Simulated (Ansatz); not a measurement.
Consider the formal exchange of groups at the In–N bond: `[SiH3][N]([SiH3])[InH2]` + `B[SiH2]C` → `B[SiH2][CH2][InH2]` + `[SiH3]N[SiH3]`.

Calculated with Ansatz (gas phase, PBE0-D4/def2-TZVP geometries, no zero-point term in ΔE). CBS: MP2 limit from def2 TZ/QZ plus the TZ coupled-cluster correction, frozen cores. This one scheme is used for every species. Functionals use def2-TZVPP. B3LYP here is the variant with VWN-RPA as its local correlation; programs differ in this. Elements past krypton have def2 core potentials. For In outer-core shells are correlated without core-valence functions, which leaves a few kJ/mol of doubt a bond. One conformer a species, not always the lowest.

**Question.** Is it downhill or uphill in electronic energy at CCSD(T)/CBS, and by how much? (Estimate.)

**Answer.** Ansatz gave: Uphill: ΔE = +0.53 eV.

**Question.** What do these levels give: ωB97X-V, B2PLYP, B3LYP, CCSD/def2-TZVPP, HF/def2-QZVPP, SCS-MP2/def2-QZVPP? (An estimate is asked.)

**Answer.** The calculation gave: ωB97X-V 0.51, B2PLYP 0.55, B3LYP 0.52, CCSD/def2-TZVPP 0.52, HF/def2-QZVPP 0.55, SCS-MP2/def2-QZVPP 0.56 eV.

Largest T1 diagnostic among the species: 0.015.
